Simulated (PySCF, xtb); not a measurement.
C2H3Cl2FSi, SMILES C=C(Cl)[Si@@H](F)Cl.

GFN2-xTB run with xtb at its own geometry gives an orbital gap of 4.13 eV and a dipole moment of 1.00 D.

The structure is a stationary point at B3LYP-D3(BJ)/def2-SVP. The structure was generated by enumeration; whether it is a known compound was not checked. One conformer was computed; it need not be the lowest.

### Question
What does PySCF with PBE0/def2-TZVP give? (Estimate from the structure and the level; the computed values follow.)

### Answer
gap 6.72 eV (levels -8.06 and -1.34 eV), dipole 1.42 D.
